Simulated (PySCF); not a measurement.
bromotrifluoromethane cation (CBrF₃), SMILES FC(F)(F)Br (connectivity only; charge and spin as stated), charge +1, multiplicity 2.

The structure is a stationary point at B3LYP-D3(BJ)/def2-SVP. The multiplicity is an assumed one; other spin states were not compared.

Computed with PySCF with PBE/def2-TZVP.

Gas-phase values at a fixed geometry.

Question: Estimate the frontier levels, dipole moment and polarisability. (The exact figures need the calculation; the answer reports its results.)

Answer: 
```yaml
"α spin, highest occupied and lowest empty level": -14.39 and -10.27 eV
"β spin, highest occupied and lowest empty level": -14.01 and -13.79 eV
dipole_moment_about_the_centre_of_nuclear_charge: 0.80 D
mean_static_polarisability: 35.5 bohr³ (5.26 Å³)
polarisability_principal_values: 27.4, 28.2, 51.0 bohr³
"⟨S²⟩": 0.754 (pure state 0.75)
```
